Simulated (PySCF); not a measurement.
Cu, charge +1, singlet; HSE06/cc-pVTZ (PySCF).

PySCF was given this input:
```python
from pyscf import gto, scf, dft

mol = gto.M(
    atom='''
Cu    0.00000000    0.00000000    0.00000000
''',
    basis='cc-pvtz',
    charge=1,
    verbose=4,
)

mf = dft.RKS(mol)
mf.xc = 'hse06'
mf.kernel()
```

Write the output that PySCF gives for this input, abridged.


```
PySCF version 2.14.0

[INPUT] verbose = 4
[INPUT] num. atoms = 1
[INPUT] num. electrons = 28
[INPUT] charge = 1
[INPUT] spin (= nelec alpha-beta = 2S) = 0
[INPUT] symmetry False subgroup None
[INPUT] Mole.unit = angstrom
[INPUT] Symbol           X                Y                Z      unit          X                Y                Z       unit  Magmom
[INPUT]  1 Cu     0.000000000000   0.000000000000   0.000000000000 AA    0.000000000000   0.000000000000   0.000000000000 Bohr   0.0

nuclear repulsion = 0
number of shells = 9
number of NR pGTOs = 131
number of NR cGTOs = 68
basis = cc-pvtz
ecp = {}

******** <class 'pyscf.dft.rks.RKS'> ********
method = RKS
initial guess = minao
damping factor = 0
level_shift factor = 0
DIIS = <class 'pyscf.scf.diis.CDIIS'>
diis_start_cycle = 1
diis_space = 8
diis_damp = 0
SCF conv_tol = 1e-09
SCF conv_tol_grad = None
SCF max_cycles = 50
direct_scf = True
direct_scf_tol = 1e-13
XC library pyscf.dft.libxc version 7.1.2
    S. Lehtola, C. Steigemann, M. J. T. Oliveira, and M. A. L. Marques,  SoftwareX 7, 1–5 (2018)
XC functionals = hse06
    J. Heyd, G. E. Scuseria, and M. Ernzerhof,  J. Chem. Phys. 118, 8207 (2003)
    J. Heyd, G. E. Scuseria, and M. Ernzerhof,  J. Chem. Phys. 124, 219906 (2006)
    A. V. Krukau, O. A. Vydrov, A. F. Izmaylov, and G. E. Scuseria,  J. Chem. Phys. 125, 224106 (2006)
radial grids:
    Treutler-Ahlrichs [JCP 102, 346 (1995); DOI:10.1063/1.469408] (M4) radial grids

becke partition: Becke, JCP 88, 2547 (1988); DOI:10.1063/1.454033
pruning grids: <function nwchem_prune>
grids dens level: 3
symmetrized grids: False
atomic radii adjust function: <function treutler_atomic_radii_adjust>
small_rho_cutoff = 0
Set gradient conv threshold to 3.16228e-05
Initial guess from minao.
tot grids = 20640
init E= -1639.89212643362

WARN: HOMO -0.0826112204804552 == LUMO -0.0826112204804509

cycle= 1 E= -1637.66837783447  delta_E= 2.22  |g|= 4.54  |ddm|= 2.17
  HOMO = -2.29332581620654  LUMO = -0.913520288441125  gap/eV = 37.54642
cycle= 2 E= -1635.09343009529  delta_E= 2.57  |g|= 8.94  |ddm|= 4.01
  HOMO = -1.11253105019522  LUMO = -0.627753473083834  gap/eV = 13.19147
cycle= 3 E= -1639.40002136978  delta_E= -4.31  |g|= 2.77  |ddm|= 3.08
  HOMO = -0.63867990019375  LUMO = -0.438998262136844  gap/eV = 5.43361
cycle= 4 E= -1639.98182213148  delta_E= -0.582  |g|= 0.515  |ddm|= 0.719
  HOMO = -0.57344014415828  LUMO = -0.391539340876516  gap/eV = 4.94977
cycle= 5 E= -1640.00395113279  delta_E= -0.0221  |g|= 0.055  |ddm|= 0.172
  HOMO = -0.571270734957386  LUMO = -0.389415046726182  gap/eV = 4.94855
cycle= 6 E= -1640.00417736726  delta_E= -0.000226  |g|= 0.00861  |ddm|= 0.0142
  HOMO = -0.570372540869603  LUMO = -0.389019225297563  gap/eV = 4.93488
cycle= 7 E= -1640.0041829491  delta_E= -5.58e-06  |g|= 0.000502  |ddm|= 0.00248
  HOMO = -0.570297207236594  LUMO = -0.388995519207327  gap/eV = 4.93347
cycle= 8 E= -1640.00418297144  delta_E= -2.23e-08  |g|= 6.96e-05  |ddm|= 0.000266
  HOMO = -0.57030533079389  LUMO = -0.388997974590685  gap/eV = 4.93362
cycle= 9 E= -1640.00418297225  delta_E= -8.1e-10  |g|= 1.92e-05  |ddm|= 7.18e-05
  HOMO = -0.57031254451819  LUMO = -0.388999543638612  gap/eV = 4.93378
Extra cycle  E= -1640.00418297217  delta_E= 8.46e-11  |g|= 4.67e-05  |ddm|= 2.41e-05
converged SCF energy = -1640.00418297217
```
